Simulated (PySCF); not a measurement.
## `C[Si@@H]1OC[C@@H](C#N)O1`, C4H7NO2Si

Geometry (Å), atoms numbered from 1 in this order:
```xyz
15

C     2.5191   -0.0871   -0.5544
Si    0.6946    0.3713   -0.6265
O     0.1573    1.1534    0.7188
C    -0.9227    0.5194    1.3212
C    -1.3013   -0.7225    0.4569
C    -2.5349   -0.4586   -0.2600
N    -3.4940   -0.2281   -0.8365
O    -0.2573   -0.9620   -0.4379
H     2.7452   -0.8048    0.2291
H     3.1154    0.8012   -0.3811
H     2.8327   -0.5121   -1.5004
H     0.2850    1.1297   -1.8041
H    -0.6350    0.2080    2.3304
H    -1.7655    1.2152    1.3871
H    -1.4433   -1.6150    1.0804
```

The calculation used TDDFT LC-wPBE/aug-cc-pVDZ circular dichroism and optical rotation, one conformer, gas phase (PySCF 2.14.0). Geometry: GFN2-xTB.

**Question.** Draw the ECD and absorption spectra from the lowest 16 states, each a Gaussian of half-width 0.2 eV at 1/e height.

**Answer.** 
| E (eV) | λ (nm) | Δε (L mol⁻¹ cm⁻¹) | ε (L mol⁻¹ cm⁻¹) |
| --- | --- | --- | --- |
| 7.08 | 175 | -0.01 | 0.132 |
| 7.23 | 172 | -0.13 | 3.3 |
| 7.38 | 168 | -0.89 | 29.2 |
| 7.53 | 165 | -0.52 | 116 |
| 7.68 | 161 | +4.23 | 313 |
| 7.83 | 158 | +1.87 | 686 |
| 7.98 | 155 | +2.53 | 1210 |
| 8.13 | 153 | +10.82 | 1690 |
| 8.28 | 150 | -1.54 | 3220 |
| 8.43 | 147 | -19.12 | 8840 |
| 8.58 | 145 | -34.93 | 13200 |
| 8.73 | 142 | -37.50 | 11100 |
| 8.88 | 140 | -0.33 | 7470 |
| 9.03 | 137 | +24.46 | 6930 |
| 9.18 | 135 | +14.84 | 9430 |

Δε uses R in velocity form, ε uses f in length form. Only the states computed contribute, so the short-wavelength end is incomplete.
